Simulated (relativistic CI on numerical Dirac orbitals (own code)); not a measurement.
Calculated at this level of theory: Dirac-Coulomb-Breit CI, KLI orbitals optimised for each configuration, QED by a radiative potential, unscaled Slater integrals (own radial code, finite nucleus).

Configuration list (outside the closed core [Ne]): 3s, 3p, 3d, 4s, 4p, 4d, 4f, 5s, 5p, 5d, 5f, 5g, 6s, 6p, 6d, 7s, 7p. Levels of other configurations are missing.

At this charge energies of transitions that change n are usually good to better than 1 %, and those within a shell (Δn = 0) to a few per cent.

Outline of the computed level scheme of Pd XXXVI. Lowest level of each configuration: 3s ²S1/2 at 0.00 eV; 3p ²P°1/2 at 79.92 eV; 3d ²D3/2 at 224.44 eV; 4s ²S1/2 at 1028.74 eV; 4p ²P°1/2 at 1061.64 eV; 4d ²D3/2 at 1117.22 eV; 4f ²F°5/2 at 1141.30 eV; 5s ²S1/2 at 1483.69 eV; 5p ²P°1/2 at 1500.22 eV.

Some strong electric-dipole decays among the lowest 15 levels: 4f ²F°7/2 → 3d ²D5/2 (2.5e+13 s⁻¹); 4f ²F°5/2 → 3d ²D3/2 (2.3e+13 s⁻¹); 4d ²D5/2 → 3p ²P°3/2 (1.2e+13 s⁻¹); 4d ²D3/2 → 3p ²P°1/2 (9.6e+12 s⁻¹); 4p ²P°1/2 → 3s ²S1/2 (5.5e+12 s⁻¹); 4p ²P°3/2 → 3s ²S1/2 (4.6e+12 s⁻¹); 4s ²S1/2 → 3p ²P°3/2 (4.1e+12 s⁻¹); 5p ²P°1/2 → 3s ²S1/2 (3.1e+12 s⁻¹).
